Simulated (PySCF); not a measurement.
# Energy of Pt⁻ (platinum, charge -1) between two integer charges

The 6s beta orbital of [Xe] 4f14 5d9 6s2 is emptied in steps (occupation f), with all orbitals relaxed, ending at [Xe] 4f14 5d9 6s1. Calculation: PySCF 2.14, in aug-cc-pVDZ-PP with ECP60MDF (5s5p4d2f, 54 functions); a scalar-relativistic core potential. The exact energy is a straight line in f; departures are measured from the line between the end points of the same method.

```tsv
f	PBE0 (eV)	r2SCAN (eV)	LC-wPBE (eV)
1	0.000	0.000	0.000
0.8	-0.303	-0.399	0.042
0.6	-0.463	-0.607	0.058
0.4	-0.470	-0.614	0.054
0.2	-0.318	-0.408	0.034
0	0.000	0.000	0.000
```

For r2SCAN, how does the orbital energy at f = 1 compare with the removal energy?

−ε = -0.437 eV against a total-energy difference of 2.008 eV. By Janak's theorem ε = ∂E/∂f, so the gap between them reflects the curvature. Along the path −ε is 0.480 (f = 0.8), 1.462 (f = 0.6), 2.497 (f = 0.4), 3.584 (f = 0.2) eV.

```json
{"method": "PBE0", "E(f=0) − E(f=1) (eV)": "1.812", "−ε at f=1 (eV)": "-0.046", "−ε at f=0.4 (eV)": "2.170"}
{"method": "r2SCAN", "E(f=0) − E(f=1) (eV)": "2.008", "−ε at f=1 (eV)": "-0.437", "−ε at f=0.4 (eV)": "2.497"}
{"method": "LC-wPBE", "E(f=0) − E(f=1) (eV)": "1.443", "−ε at f=1 (eV)": "1.731", "−ε at f=0.4 (eV)": "1.379"}
```

At f = 1 the orbital energy is positive for PBE0, r2SCAN: only the finite basis holds the electron.

Reference removal energy between the ground levels: 2.125 eV (measured; photodetachment measurements, as compiled on the Wikipedia data page of electron affinities). The calculation has no spin-orbit coupling.
